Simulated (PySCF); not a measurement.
Vertical excitations of a molecule C5H6Se from TDDFT-PBE0/def2-SVPD (PySCF), as energy in eV (oscillator strength): 3.36 (0.000), 4.14 (0.001), 5.24 (0.020), 5.48 (0.023), 5.63 (0.225), 5.65 (0.003), 6.06 (0.007), 6.12 (0.001), 6.30 (0.170), 6.31 (0.001). Lowest triplet (TDA): 2.93 eV. The structure is a stationary point at B3LYP-D3(BJ)/def2-SVP. One conformer was computed; it need not be the lowest.

Which structure fits?
(A) C#C/C=C\[Se]C
(B) C=CC1=CC[Se]1
(C) C=C=C1CC[Se]1
(D) C1=CC[Se]C=C1

C, C=C=C1CC[Se]1
